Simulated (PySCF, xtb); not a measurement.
CH2OSn: where a starting geometry ends

The starting geometry of this gas-phase singlet was built from a drawn formula by distance geometry and a force field; its bonds are those of `[C]1[O][SnH2]1`.

```xyz
5

C     1.2567    1.2833    0.5795
O     0.2036    0.6944   -0.0177
Sn    1.0736   -0.7297    1.1741
H    -0.0408   -1.0637    2.4319
H     1.7127   -1.9675    0.1117
```

Predict what becomes of its bonds when it is optimised with r2SCAN-D4/def2-SVP.

A bond breaks, giving a structure given below by its coordinates. Distances that change by over a tenth: C1–O2 (1.35 → 1.14 Å). Contacts that open: O2–Sn3 (2.05 → 3.42 Å).

The energy falls by 2.85 eV over 36 steps:

```tsv
step	E − E(last) (eV)
1	2.846
5	0.866
9	0.683
13	0.667
17	0.397
20	0.159
24	0.001
28	0.000
32	0.000
36	0.000
```

Final geometry (Å):

```tsv
atom	x (Å)	y (Å)	z (Å)
C	1.0303	0.6215	0.6247
O	0.7642	1.5758	0.0658
Sn	1.8053	-1.1437	1.8575
H	0.0799	-1.2511	2.2644
H	1.5486	-1.9669	0.3046
```

From the same start GFN2-xTB reaches the same bonding as this run.

The end wasn't checked by frequencies. Atoms past krypton carry core potentials, without spin–orbit terms. Run with PySCF 2.14.0, 6 min on 2 threads of Intel(R) Xeon(R) Processor @ 2.50GHz (Skylake/Cascade Lake), with other jobs on the host.
